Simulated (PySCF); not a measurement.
# Radial density of Sn (tin, neutral)

M06-2X, [Kr] 4d10 5s2 5p1 6s1, 6s spin antiparallel (an excited configuration). Calculation: PySCF 2.14, in aug-cc-pVQZ-PP with ECP28MDF (7s7p5d3f2g, 92 functions); scalar relativity through the core potential. This is the valence pseudo-density: the core potential removes the inner electrons and smooths the orbitals near the nucleus.

| r (bohr) | 4πr²ρ (e/bohr) | 4πr²(ρα − ρβ) |
| --- | --- | --- |
| 0.00420 | 1.425e-05 | 0.0000 |
| 0.00707 | 3.616e-05 | 0.0000 |
| 0.0119 | 8.269e-05 | 0.0000 |
| 0.0200 | 0.0001708 | 0.0000 |
| 0.0337 | 0.0003027 | 0.0000 |
| 0.0566 | 0.0005664 | 0.0000 |
| 0.0952 | 0.002297 | 0.0000 |
| 0.160 | 0.02405 | 0.0000 |
| 0.269 | 0.4003 | 0.0001 |
| 0.453 | 6.360 | 0.0073 |
| 0.762 | 22.75 | 0.0160 |
| 1.28 | 10.33 | 0.0019 |
| 2.16 | 2.292 | 0.3726 |
| 3.63 | 0.5412 | 0.2109 |
| 6.10 | 0.2535 | -0.2109 |
| 10.3 | 0.03005 | -0.0300 |
| 17.3 | 1.940e-05 | 0.0000 |

Energies and moments cover only the electrons outside the core potential. The outer electron is Rydberg-like, and this basis confines it to a smaller radius and binds it less than a complete one would. With the s spin flipped the determinant is a mixture of two multiplicities, not a spectroscopic state.
